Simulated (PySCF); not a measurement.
CH3Zn, SMILES [CH3][Zn+], charge +1. Coordinates come from a PBE-D3(BJ)/def2-TZVP optimisation. The spin state was assumed, not searched. The isomer is the one that the SMILES or the coordinates give; other isomers of the formula were not compared.

Computed equilibrium geometry at PBE-D3(BJ)/def2-TZVP (PySCF confirms it by a frequency run) as Cartesian coordinates in Å, and its point group:
point group C3v.
```xyz
5

Zn     0.0000     0.0000    -0.4788
C      0.0000     0.0000     1.5097
H     -0.9221     0.5324     1.7682
H      0.9221     0.5324     1.7682
H      0.0000    -1.0647     1.7682
```
Charge +1, spin multiplicity 1.
